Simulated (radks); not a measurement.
Neutral tungsten inside a hard spherical wall (all orbitals vanish at R), configuration held at [Xe] 4f14 5d4 6s2 and not refilled when levels cross. Calculated with a radial shooting solver on a logarithmic mesh with Libxc functionals: scalar-relativistic Kohn-Sham, PBE, spin-polarised, spherical densities, finite nucleus; open shells are filled with parallel spins first (spin-orbit coupling, left out, can overturn this in heavy ions); Fermi nuclear charge, rms radius 5.3658 fm. Eigenvalues in eV for spin up, with the zero of energy where the potential of the charges vanishes at infinity; a dash marks a level that is unbound or too diffuse for the functional's potential to be trusted. A positive occupied level is held by the wall or, in an anion where self-interaction has pushed it up, behind a barrier. The pressure on the wall is -dE/dV.

| R (bohr) | E (hartree) | kinetic (hartree) | e(5p) | e(4f) | e(6s) | e(5d) | e(6p, empty) | e(7s, empty) | pressure (GPa) |
|---|---|---|---|---|---|---|---|---|---|
| free | -16140.0734 | 17777.573 | -43.803 | -32.983 | -6.240 | -5.307 | -1.589 | - | 0 |
| 10 | -16140.0730 | 17777.578 | -43.768 | -32.948 | -6.212 | -5.274 | -1.471 | 1.554 | 0.0124 |
| 7 | -16140.0581 | 17777.689 | -43.221 | -32.391 | -5.751 | -4.784 | -0.453 | 6.756 | 0.863 |
| 6 | -16140.0232 | 17777.895 | -42.412 | -31.548 | -4.994 | -4.065 | 0.910 | 12.019 | 3.92 |
| 5 | -16139.9033 | 17778.492 | -40.559 | -29.561 | -2.962 | -2.380 | 4.205 | 22.907 | 19.8 |
| 3 | -16137.4062 | 17788.169 | -26.369 | -12.935 | 24.896 | 13.689 | 42.767 | 119.52 | 1120 |
| 1.5 | -16077.5463 | 17985.251 | 104.00 | 103.10 | 391.88 | 180.38 | 454.08 | 905.62 | 183000 |
